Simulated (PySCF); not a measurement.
Isomers of C14H12. The calculation used PySCF 2.14.0, PBE0-D3(BJ)/def2-SVP geometry optimisation, gas phase. One conformer each; no zero-point energy, no entropy. No frequencies were run at this level. Point groups hold within 0.08 Å.

Question: Order them by energy at this level, lowest first, and give relative energies in kcal/mol.
A. `CC1C2=CC=CC=C2C2=CC=CC=C21` (9-methyl-9H-fluorene)
B. `[cH:1]1[cH:2][cH:3][c:4]2[c:5]([cH:6]1)[CH2:7][c:8]1[cH:9][cH:10][cH:11][cH:12][c:13]1[CH2:14]2` with C4–C5–C7–C8 38°, C5–C7–C8–C9 142°, C12–C13–C14–C4 -142°, C3–C4–C14–C13 142°
C. `[CH:1](=[CH:2]\[c:3]1[cH:4][cH:5][cH:6][cH:7][cH:8]1)/[c:9]1[cH:10][cH:11][cH:12][cH:13][cH:14]1` with C1–C2–C3–C4 0°, C2–C1–C9–C10 179° (trans-stilbene)

Answer: A (0.0), B (0.9), C (25.2).

As drawn, the highest has a C=C bond outside aromatic rings, which the lowest lacks. Neighbours under 2.5 kcal/mol apart (CC1c2ccccc2-c2ccccc21 and c1ccc2c(c1)Cc1ccccc1C2) can change places with a better method, another conformer or zero-point energy.

```json
{"SMILES": "CC1c2ccccc2-c2ccccc21", "E (Eh)": "-539.74598", "E rel (kcal/mol)": "0.0", "dipole (D)": "0.58", "point group": "Cs", "A, B, C (MHz)": "1395, 576.3, 418.7"}
{"SMILES": "c1ccc2c(c1)Cc1ccccc1C2", "E (Eh)": "-539.74455", "E rel (kcal/mol)": "0.9", "dipole (D)": "0.39", "point group": "C2v", "A, B, C (MHz)": "1815, 465.3, 395.7"}
{"SMILES": "C(=C\\c1ccccc1)/c1ccccc1", "E (Eh)": "-539.70582", "E rel (kcal/mol)": "25.2", "dipole (D)": "0.00", "point group": "C2h", "A, B, C (MHz)": "2717, 263.0, 239.8"}
```

Question: How do the relative energies change in single points at PBE0/pcSseg-1 (no added dispersion term) on the same geometries?

Answer: 
```
                 SMILES  PBE0-D3(BJ)/def2-SVP (kcal/mol)  PBE0/pcSseg-1 (kcal/mol)  shift
  CC1c2ccccc2-c2ccccc21                              0.0                       0.0    0.0
 c1ccc2c(c1)Cc1ccccc1C2                              0.9                       0.7   -0.2
C(=C\c1ccccc1)/c1ccccc1                             25.2                      21.8   -3.4
```

Each column counts from its own lowest isomer. The order is unchanged; the largest shift is 3.4 kcal/mol.

Question: As an exercise, what shares would exp(−E/RT) give at 1000 K from these electronic energies alone (no entropy, no degeneracies)?

Answer: RT = 1.987 kcal/mol: CC1c2ccccc2-c2ccccc21 61.1 %, c1ccc2c(c1)Cc1ccccc1C2 38.9 %, C(=C\c1ccccc1)/c1ccccc1 under 0.1 %.
